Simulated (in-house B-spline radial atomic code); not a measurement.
Cd⁺. Computed with a B-spline radial atomic code. Model: non-relativistic spherical atom: semilocal Troullier-Martins pseudo-atom, one channel per l, against all electrons, high spin, G0W0 and RPA with empty states to l = 8, local potential for every l without a channel, a model core (radius 0 = none) keeps its share of the functional.

Without relativity these are model numbers for so heavy an element.

What the tables leave out is listed at the end.

The pseudopotential gives back the lowest level of each angular momentum of its own functional in the configuration it was made in; a second state of the same l is only approximately right. Exact exchange, RPA and GW see the smooth pseudo-orbitals and miss the exchange with the core, for which the functional's share stands in. The column with an uncorrelated core keeps all orbitals and exact exchange, and so separates missing core correlation from pseudisation. Only the three outermost levels and the lowest empty one were computed. RPA here is direct RPA, with no exchange kernel, and its energies carry an (l + 1/2)⁻⁴ tail. A hybrid on a potential with a model core restores only its own semilocal share of the core's exchange.

Command:
```bash
python run_psgw.py task.json out
```
Settings (lengths in bohr, energies in hartree):
```
Z                      48
electrons              47
configuration          [Kr] 4d10 5s1
generated_in           [Kr] 4d10 5s2
functional             lda,vwn
core_shells            7
radius_factor          0.9
core_correction        True
ion_configuration      [Kr] 4d10
```

Run time, properties included: 28 s on 1 thread of Intel(R) Xeon(R) 6975P-C (Granite Rapids) (shared host).

Given: made with LDA VWN5; model core radius 0.602 bohr; local radius 0.989 bohr; mean-field start LDA VWN5.

Valence shells of the generating configuration: 4p, 4d, 5s.

Channel: s 2.188, p 0.777, d 0.875 (radii in bohr).

Computed: largest level miss in the spin-unpolarised generating configuration 0 eV; valence RPA correlation energy all-electron orbitals -1.0832 hartree; valence RPA correlation energy pseudo -1.2885 hartree; all-electron RPA polarisability, core included 18.994 bohr³; pseudo-atom RPA polarisability 18.963 bohr³; ionisation by RPA all-electron 16.626 eV; ionisation by RPA pseudo minus all 1.075 eV.

```csv
level,occupied,mean-field all-electron (eV),mean-field pseudo minus all (eV),G0W0 all-electron (eV),G0W0 uncorrelated core minus all (eV),G0W0 pseudo minus all (eV),exchange self-energy all-electron (eV),exchange self-energy pseudo (eV)
5s up,1,-13.092,-0.011,-16.754,-0.017,-0.911,-12.598,-12.815
4d down,?,?,?,?,?,?,?,?
4d up,1,-21.46,0.031,-27.751,0.091,0.462,-39.122,-32.573
5s down (empty),0,-12.24,-0.008,-8.7978,-0.015,-0.89,-3.5419,-3.7946
```

Task: What belongs in the row 4d down?

Result: occupied: 1; mean-field all-electron (eV): -21.26; mean-field pseudo minus all (eV): 0.037; G0W0 all-electron (eV): -27.561; G0W0 uncorrelated core minus all (eV): 0.095; G0W0 pseudo minus all (eV): 0.555; exchange self-energy all-electron (eV): -39.169; exchange self-energy pseudo (eV): -32.396.

Task: What is the ionisation by mean-field pseudo minus all?

Result: 0.024 eV.

Task: What is the ionisation by mean-field all-electron?

Result: 16.839 eV.

Given: mean-field start PBE0.

Computed: valence RPA correlation energy all-electron orbitals -1.0259 hartree; valence RPA correlation energy pseudo -1.2281 hartree; all-electron RPA polarisability, core included 17.563 bohr³; ionisation by mean-field pseudo minus all 0.498 eV; ionisation by RPA all-electron 16.487 eV; ionisation by RPA pseudo minus all 1.204 eV.

```csv
level,occupied,mean-field all-electron (eV),mean-field pseudo minus all (eV),G0W0 all-electron (eV),G0W0 uncorrelated core minus all (eV),G0W0 pseudo minus all (eV),exchange self-energy all-electron (eV),exchange self-energy pseudo (eV)
5s up,1,-13.462,-0.415,-16.557,-0.014,-1.071,-12.213,-13.148
4d down,1,-23.247,0.38,-27.847,0.104,0.942,-39.364,-32.475
5s down (empty),0,-10.566,-0.368,-8.5672,-0.012,-0.833,-3.1623,-3.8466
```

Task: What is the pseudo-atom RPA polarisability?

Result: 16.173 bohr³.

Task: What is the ionisation by mean-field all-electron?

Result: 16.176 eV.

Among the listed levels the largest G0W0 shift of the pseudo-atom is -1.07 eV, for 5s up on the PBE0 start, while leaving the core uncorrelated moves that level by -0.01 eV. So pseudisation and the lost core exchange, not the missing core correlation, make the error. Not in the tables (levels of low weight, unsolved or above zero; the highest and the empty levels are kept at any weight): on PBE0 the G0W0 levels 4d up (pseudo minus all +0.76 eV, weights 0.74 and 0.83); no Hartree-Fock pseudo-atom is run with a model core.
